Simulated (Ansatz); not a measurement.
Consider the redistribution: `[Cu][Br]` + `N[Si]N([SiH3])[SiH3]` → `[SiH3][N]([SiH3])[Cu]` + `N[Si]Br`.

Computed with Ansatz on PBE0-D4/def2-TZVP structures; ΔE is electronic, products minus reactants. CCSD(T)/CBS adds triple-zeta CCSD(T) − MP2 to the extrapolated MP2 energy (def2 sets, frozen cores). For Br, Cu outer-core shells are correlated without core-valence functions, which leaves a few kJ/mol of doubt a bond. Scalar relativity is left out up to krypton. One conformer a species, not always the lowest.

| species | CCSD(T)/CBS(def2) energy (Eh) |
| --- | --- |
| `[Cu][Br]` | -4212.85462 |
| `N[Si]N([SiH3])[SiH3]` | -981.52495 |
| `[SiH3][N]([SiH3])[Cu]` | -2275.98935 |
| `N[Si]Br` | -2918.35423 |

Work out ΔE.

ΔE = (-2275.98935) + (-2918.35423) − (-4212.85462) − (-981.52495) = 0.03599 Eh = +22.6 kcal/mol.

Largest T1 diagnostic among the species: 0.026, so the coupled-cluster value is less sure than usual.

From BLYP to BHLYP (50 % exact exchange), in def2-TZVPP and without D4, ΔE moves by +8.5 kcal/mol. In def2-TZVPP, CCSD(T) changes the Hartree–Fock value by −8.2 kcal/mol (the triples alone add −1.4 kcal/mol) and MP2 by −10.2 kcal/mol. At CCSD(T), def2-SVP lies −1.5 kcal/mol from the extrapolated value and def2-TZVPP −0.7 kcal/mol.
